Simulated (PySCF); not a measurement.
hydrogen bromide (HBr), singlet, geometry from GFN2-xTB. Base run: PBE0/6-31G in PySCF.

Input for PySCF:
```python
from pyscf import gto, scf, dft

mol = gto.Mole()
mol.atom = '''
    Br   -0.000000   -0.000000   -0.038935
    H     0.000000    0.000000    1.362726
'''
mol.basis = '6-31g'
mol.charge = 0
mol.spin = 0
mol.verbose = 4
mol.build()

mf = dft.RKS(mol)
mf.xc = 'pbe0'
mf.kernel()
```

The base run was repeated with changes; each row names its change, and settings that it needs were set with it.

```json
[
 {"change": "base", "basis functions": "29", "E (Eh)": "-2574.07041", "HOMO (eV)": "-8.72", "HOMO-LUMO gap (eV)": "9.02", "dipole (D)": "1.45"},
 {"change": "basis = cc-pVDZ-DK; relativity = spin-free X2C", "basis functions": "32", "E (Eh)": "-2606.46985", "HOMO (eV)": "-8.54", "HOMO-LUMO gap (eV)": "8.73", "dipole (D)": "1.02"},
 {"change": "basis = cc-pVDZ-DK; relativity = none", "basis functions": "32", "E (Eh)": "-2554.77593", "HOMO (eV)": "-8.64", "HOMO-LUMO gap (eV)": "8.89", "dipole (D)": "1.14"},
 {"change": "basis = jorge-DZP-DKH; relativity = spin-free X2C", "basis functions": "48", "E (Eh)": "-2606.44009", "HOMO (eV)": "-8.47", "HOMO-LUMO gap (eV)": "8.73", "dipole (D)": "1.26"},
 {"change": "basis = cc-pVDZ-DK; relativity = spin-free X2C; nucleus = Gaussian (with mol.nucmod = 'G')", "basis functions": "32", "E (Eh)": "-2606.45160", "HOMO (eV)": "-8.54", "HOMO-LUMO gap (eV)": "8.73", "dipole (D)": "1.02"},
 {"change": "basis = jorge-DZP-DKH; relativity = spin-free X2C; nucleus = Gaussian (with mol.nucmod = 'G')", "basis functions": "48", "E (Eh)": "-2606.42152", "HOMO (eV)": "-8.47", "HOMO-LUMO gap (eV)": "8.73", "dipole (D)": "1.26"},
 {"change": "basis = jorge-DZP-DKH; relativity = none", "basis functions": "48", "E (Eh)": "-2566.77614", "HOMO (eV)": "-8.57", "HOMO-LUMO gap (eV)": "8.84", "dipole (D)": "1.36"},
 {"change": "basis = ANO-RCC-VDZP; relativity = spin-free X2C", "basis functions": "32", "E (Eh)": "-2606.58952", "HOMO (eV)": "-8.71", "HOMO-LUMO gap (eV)": "8.29", "dipole (D)": "0.84"},
 {"change": "basis = ANO-RCC-VDZP; relativity = spin-free X2C; nucleus = Gaussian (with mol.nucmod = 'G')", "basis functions": "32", "E (Eh)": "-2606.56812", "HOMO (eV)": "-8.71", "HOMO-LUMO gap (eV)": "8.29", "dipole (D)": "0.84"},
 {"change": "basis = ANO-RCC-VDZP; relativity = none", "basis functions": "32", "E (Eh)": "-2552.60255", "HOMO (eV)": "-8.88", "HOMO-LUMO gap (eV)": "8.47", "dipole (D)": "0.93"}
]
```

Absolute energies of different levels of theory aren't comparable as measures of quality.

Basis sets contracted for a relativistic Hamiltonian are a mismatch without it, so the rows without relativity aren't non-relativistic limits. No row has spin-orbit coupling; sets with core potentials leave out the core electrons.
